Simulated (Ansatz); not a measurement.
Cost and result for the atomization energy of C₂H₈BFSi, SMILES `B[Si](C)(C)F` (13 atoms, 12 bonds).

Cartesian coordinates in Å:
```
B 1.652 1.063 -0.482
Si -0.216 0.405 -0.144
C -0.595 -1.084 -1.207
C -0.459 0.008 1.665
F -1.302 1.540 -0.524
H 2.581 0.341 -0.252
H 1.911 2.152 -0.905
H -0.502 -0.855 -2.271
H -1.618 -1.426 -1.024
H 0.086 -1.907 -0.976
H -1.481 -0.336 1.841
H 0.227 -0.782 1.983
H -0.285 0.882 2.297
```

Total charge 0; spin multiplicity 1. The structure was optimised at the PBE0-D4/def2-TZVP level. Program: Ansatz. All runs use 4 threads of an Arm Neoverse V2 on a shared host. Times are those of one run each, without the atoms' runs, and a repeat can differ threefold. Electronic energies, without spin–orbit coupling; frozen cores. CCSD(T)/CBS adds CCSD(T) − MP2 in def2-TZVPP to the MP2 limit, and its time is that of the two runs behind it. T1 = 0.011. B3LYP takes the VWN-RPA correlation (the form of Gaussian; ORCA's B3LYP/G).

CCSD(T)/CBS is a level of theory with its own doubt, some kJ/mol a heavy atom from the limit and from the frozen cores, so smaller differences don't rank the functionals.

```
                             level  functions  wall time  atomization (kcal/mol)  difference from CCSD(T)/CBS  per bond
   PBE-D4/def2-TZVPP (with forces)        278      2.2 s                  1166.8                         10.6       0.9
                PBE0-D4/def2-TZVPP        278      2.5 s                  1156.7                          0.5       0.0
r2SCAN-D4/def2-TZVPP (with forces)        278      3.9 s                  1161.1                          4.9       0.4
 B3LYP-D4/def2-TZVPP (with forces)        278        4 s                  1157.8                          1.6       0.1
                 B2PLYP/def2-TZVPP        278      4.8 s                  1146.3                         -9.9      -0.8
                ωB97X-V/def2-TZVPP        278        7 s                  1160.4                          4.2       0.4
  ωB97M-V/def2-TZVPP (with forces)        278       10 s                  1160.0                          3.8       0.3
                    MP2/def2-QZVPP        538       20 s                  1157.8                          1.6       0.1
                CCSD(T)/def2-TZVPP        278    2.7 min                  1130.6                        -25.6      -2.1
                 CCSD(T)/CBS(def2)          –      3 min                  1156.2                          0.0       0.0
```

The D4 term adds +9.3 kcal/mol with B3LYP and +4.9 kcal/mol with PBE0; it sums over pairs of atoms, weighted by their polarisabilities, and B3LYP, whose exchange is more repulsive, gets the larger term. From PBE to PBE0 (25 % exact exchange), in def2-TZVPP and without D4, the atomization energy moves by −9.2 kcal/mol: exact exchange takes away binding that semilocal exchange gives to molecules. In def2-TZVPP, CCSD(T) changes the Hartree–Fock value by +235.7 kcal/mol (the triples alone add +11.6 kcal/mol) and MP2 by +247.6 kcal/mol; breaking electron pairs costs correlation energy, which Hartree–Fock lacks.
